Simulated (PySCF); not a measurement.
**Excited states of Zr³⁶⁺ (zirconium, charge +36)**

Ground state [He] 2s2, ¹S. Computed with PySCF 2.14 in an even-tempered Gaussian basis (18 s from 2.24 bohr⁻², ratio 2.5; 9 p from 3.02 bohr⁻², ratio 2.7; 8 d from 3.3 bohr⁻², ratio 2.7; 4 f from 97 bohr⁻², ratio 2.7), with scalar relativity by spin-free X2C-1e. Vertical excitation energies in eV without spin-orbit coupling; excited terms of each kind are numbered among those the solver found. Frozen: nothing.

```
 term  leading excitation  EOM-EE-CCSD
1 3P°              2s → p       138.10
1 1P°              2s → p       200.62
```

The spin-orbit splitting of the hole, absent here, rivals or exceeds the spacing of these terms, so the LS terms are model states.

Only the lower part of the computed list is shown. Doubly excited terms such as np² are absent. The solver can miss terms. The 7 highest virtual orbitals were dropped.
